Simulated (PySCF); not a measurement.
**Electron correlation in Si²⁺ (silicon, charge +2)**

[Ne] 3p2, high-spin 3P determinant (an excited configuration). All numbers are calculated (PySCF 2.14, no relativity, point nucleus, in aug-cc-pwCVTZ (8s7p5d3f, 75 functions)). Frozen: [Ne]; 2 electrons correlated.

With two correlated electrons CCSD is exact within the correlated space (frozen core and kept virtual orbitals).

| level | correlation energy (mhartree) |
| --- | --- |
| CCSD | -10.43 |

Diagnostics: T1 = 0.0014, D1 = 0.0020, largest double amplitude 0.068.

Task: Is a single reference adequate?

Result: Yes: T1 lies below 0.03 and no double amplitude reaches 0.07.
